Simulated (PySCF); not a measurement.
A structure optimised at PBE-D3(BJ)/def2-SVP, used in a PySCF frequency run:

```
C
C 1 1.3524
H 2 1.1049 1 121.89
H 2 1.1056 3 115.72 1 -180.00
H 1 1.1061 2 117.94 3 -180.00
Al 1 1.9313 5 121.57 2 -180.00
F 6 1.6738 1 122.60 5 0.00
Cl 6 2.1077 7 117.30 1 180.00
```
Charge 0, spin multiplicity 1.

**Question.** Write its SMILES, formula and point group.

**Answer.** C=[CH][Al]([F])[Cl], C2H3AlClF, Cs

**Question.** What are its rotational constants (standard atomic weights)?

**Answer.** 3.3398, 2.4444, 1.4114 GHz
